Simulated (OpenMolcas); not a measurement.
Co2+ with 4 ligands (chloride) in tetrahedral coordination (Td). A charge of +0.5 e stands 2.4 Å behind each ligand. Ligand basis ANO-RCC-VDZP.

| Quantity | Value |
| --- | --- |
| Program | OpenMolcas |
| Method | CASSCF |
| Basis | ANO-RCC-VTZP [6s5p3d2f1g] |
| Scalar Hamiltonian | DKH2, point nucleus |
| Active space | 7 electrons in 5 orbitals (3d) |
| State averaging | 2S+1 = 4 even, 10 roots; 2S+1 = 2 even, 40 roots |
| Spin-orbit coupling | state interaction with AMFI integrals over the reference wave functions |

All ligands move together. At R = 2.27 Å |10Dq| is 2485 cm-1, and at R = 2.47 Å it is 1547 cm-1.

Task: A third run gives 2102 cm-1. What distance was it run at?

Result: With a power law R^-n the two known points give n = -ln(1547 / 2485) / ln(2.47 / 2.27) = 5.61. Then R = 2.27 × (2485 / 2102)^(1/5.61) = 2.339 Å. The run was at 2.34 Å, so the estimate is off by -0.001 Å.

Without dynamic correlation the repulsion within the d shell is too large (B by tens of per cent), so at a given field states of lower spin stand too high. Ligand-to-metal charge-transfer states are missing. With no ligand orbital active B as a rule stays too high, so bands that hang on it stand too high and its fall with covalency is understated. With metal d orbitals alone and no dynamic correlation the field as a rule comes out too small, by tens of per cent, by up to half for chloride and softer ligands, and the orbital part of g and χT, which goes as 1/10Dq, too large. No measured value stands beside these numbers; the geometry was imposed, not optimised, and the real ion may take another.
